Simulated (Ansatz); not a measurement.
`O[SiH]([SiH3])[SiH3]` → `O[SiH]` + `[SiH3][SiH3]` at 400 K and 1 bar (silylene formation by 1,1-elimination).

Isolated molecules relaxed with PBE0-D4/def2-TZVP in Ansatz; ΔE leaves out vibrations. CCSD(T)/CBS adds triple-zeta CCSD(T) − MP2 to the extrapolated MP2 energy (def2 sets, frozen cores). This one scheme is used for every species. Each species was taken in one conformer, which may not be the lowest.

```
               species  CCSD(T)/CBS energy (Eh)  H − E (kJ/mol)  S (J/(mol·K))
`O[SiH]([SiH3])[SiH3]`               -947.24817           231.2          428.7
              `O[SiH]`               -365.43832            70.5          255.7
        `[SiH3][SiH3]`               -581.74359           152.8          300.2
```

H − E and S are ideal-gas, rigid-rotor, harmonic terms from PBE0-D4/def2-TZVP, for one conformer and one mirror image of each species. 1 Eh = 2625.50 kJ/mol, R = 8.31446 J/(mol·K).

**Question.** By hand: ΔE, ΔH, ΔS and ΔG.

**Answer.** ΔE = (-365.43832) + (-581.74359) − (-947.24817) = 0.06626 Eh = 174.0 kJ/mol. Δ(H − E) = 70.5 + 152.8 − 231.2 = -7.9, so ΔH = 166.1 kJ/mol. ΔS = 255.7 + 300.2 − 428.7 = 127.2 J/(mol·K). ΔG = 166.1 − 400 × (127.2)/1000 = 115.2 kJ/mol.

**Question.** By hand: the equilibrium constant, and the temperature at which ΔG would vanish if ΔH and ΔS stayed fixed.

**Answer.** log₁₀ K = −ΔG/(RT ln 10) = -15.0. ΔG = 0 at ΔH/ΔS = 1306 K.

The number of gas molecules changes by +1, which sets the sign of ΔS. A doubt of 5 kJ/mol in ΔE shifts log₁₀ K by 0.7 here. Other conformers and mirror images would add mixing entropy, several J/(mol·K) or more a flexible species. These are equilibria of isolated gas molecules and say nothing of rates. Largest T1 diagnostic: 0.016 (customary marks: 0.02 for closed shells, 0.045 for open ones).
